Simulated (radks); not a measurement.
Neutral strontium, 38 electrons, occupied as [Ar] 3d10 4s2 4p5 5s2 4d1 (not the ground configuration). Method: scalar-relativistic Kohn-Sham, PBEsol, spin-polarised, spherical densities, finite nucleus; open shells are filled with parallel spins first (spin-orbit coupling, left out, can overturn this in heavy ions); Fermi nuclear charge, rms radius 4.224 fm; computed with a radial shooting solver on a logarithmic mesh with Libxc functionals.

Normalised radial functions P(r) = r R(r), r in bohr:

```
   r/bohr * 5s up (the largest magnitude, 0.519, reaches the edge; | marks zero)
 0.001527                             |*
 0.002371                             |*
 0.003682                             |*
 0.005717                             | *
 0.008876                             |  *
  0.01378                             |  *
   0.0214                             |  *
  0.03323                             | *
  0.05159                             *
  0.08011                         *   |
   0.1244                        *    |
   0.1931                            *|
   0.2999                             |      *
   0.4656                             |     *
    0.723                     *       |
    1.123                *            |
    1.743                             |   *
    2.706                             |                         *
    4.202                             |                          *
    6.525                             |           *
    10.13                             | *
```

5s up: eigenvalue -4.200 eV, 4 radial nodes at r = 0.0499, 0.202, 0.578, 1.62 bohr, <r> = 4.00 bohr, 90 % of the charge inside 5.90 bohr.
